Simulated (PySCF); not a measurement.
This script is equivalent to a calculation on K²⁺ (potassium, charge +2).

```python
from pyscf import gto, scf, dft, mp, cc
import basis_set_exchange as bse
mol = gto.M(atom="K 0 0 0", charge=2, spin=1, symmetry="D2h",
            basis=gto.basis.parse(bse.get_basis("Sapporo-DKH3-DZP-2012", elements=["K"], fmt="nwchem", header=False)),
            nucmod="G")
mf = dft.UKS(mol, xc="PBE").sfx2c1e()
mf.irrep_nelec = {'Ag': (3, 3), 'B1u': (2, 2), 'B2u': (2, 2), 'B3u': (2, 1)}
mf.kernel()
```

Q: What total energy does it give?

A: -600.679 hartree (calculated).

Q: Which occupied shell lies highest, and where?

A: 3p β, at -38.486 eV.

Q: What is ⟨S²⟩, and what would a pure spin state give?

A: 0.752, against 0.75.
